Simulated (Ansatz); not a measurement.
Consider the substitution at a C–Si bond: `C[SiH2]Br` + H–F → `CF` + `[SiH3]Br`.

Isolated molecules relaxed with PBE0-D4/def2-TZVP in Ansatz; ΔE leaves out vibrations. CCSD(T)/CBS adds triple-zeta CCSD(T) − MP2 to the extrapolated MP2 energy (def2 sets, frozen cores). This one scheme is used for every species. DFT in def2-TZVPP. For Br outer-core shells are correlated without core-valence functions, which leaves a few kJ/mol of doubt a bond. Scalar relativity is left out up to krypton.

| level | ΔE (kcal/mol) |
| --- | --- |
| r2SCANh-D4 | 24.2 |
| B2PLYP | 22.7 |
| CAM-B3LYP | 20.9 |
| HF/def2-QZVPP | 18.2 |

**Question.** What does CCSD(T)/CBS give? (Estimate.)

**Answer.** The calculation gave: +25.8 kcal/mol. The listed levels differ from it by -1.6, -3.1, -4.9, -7.6 kcal/mol.

Largest T1 diagnostic among the species: 0.009.

In def2-TZVPP, CCSD(T) changes the Hartree–Fock value by +6.3 kcal/mol (the triples alone add +0.6 kcal/mol) and MP2 by +9.1 kcal/mol. From BLYP to BHLYP (50 % exact exchange), in def2-TZVPP and without D4, ΔE moves by +1.4 kcal/mol. At CCSD(T), def2-SVP lies −6.3 kcal/mol from the extrapolated value and def2-TZVPP −1.3 kcal/mol.
